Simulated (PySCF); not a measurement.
# Bond lengths and vibrations by method: ClGeHO2

These are calculations, not measurements. They come from PySCF 2.14.0, an open-source quantum chemistry program, on an isolated molecule that a program drew, which may never have been made. The molecule is ClGeHO2 (charge 0, singlet), drawn as the SMILES string `[O]=[Ge]([OH])[Cl]`.

The geometry was optimised and harmonic frequencies were computed with HF and MP2, all in the cc-pV(D+d)Z basis, for the commonest isotopes, with a restricted reference for singlets and an unrestricted one otherwise, and a frozen core in MP2. Germanium has the cc-pVDZ-PP basis, with a core potential (ECP10MDF) in place of its 10 inner electrons, and its 3s, 3p and 3d shells are frozen in MP2. Each result is a local minimum of its method.

Geometry at the HF minimum:
```xyz
5
ClGeHO2, angstrom
O     2.2658    0.7573   -1.2528
Ge    1.0055    0.3556   -0.3385
O     0.9738   -0.7493    0.9895
Cl   -0.9739    1.0976   -0.5387
H     0.1333   -0.8641    1.4147
```

Lengths of the bonds as drawn, in Å (atoms numbered as above):
```
bond,HF,MP2
O1-Ge2,1.608,1.645
Ge2-O3,1.728,1.774
Ge2-Cl4,2.123,2.147
O3-H5,0.949,0.973
```

Rotational constants, in GHz:
| constant | HF | MP2 |
|---|---|---|
| A | 6.683 | 6.426 |
| B | 3.213 | 3.119 |
| C | 2.17 | 2.1 |

Harmonic frequencies in cm^-1, each column in rising order, so a row needn't be the same motion in every method:
```
rank    HF   MP2
   1   213   196
   2   238   206
   3   264   234
   4   395   363
   5   455   432
   6   801   737
   7   969   959
   8  1057     ?
   9  4132  3805
```

**Estimate the missing MP2 frequency from the HF column.**

A single factor s that minimises the squared misfit of MP2 against s times HF over the other rows is sum(HF x MP2) / sum(HF^2) = 0.9242, with an rms misfit of 24 cm^-1. For rank 8 it gives 0.9242 x 1057 = 977 cm^-1. The calculation gives 1037 cm^-1, 60 cm^-1 above the estimate. The drawn bonds are on average 2.2 % longer in MP2 than in HF.
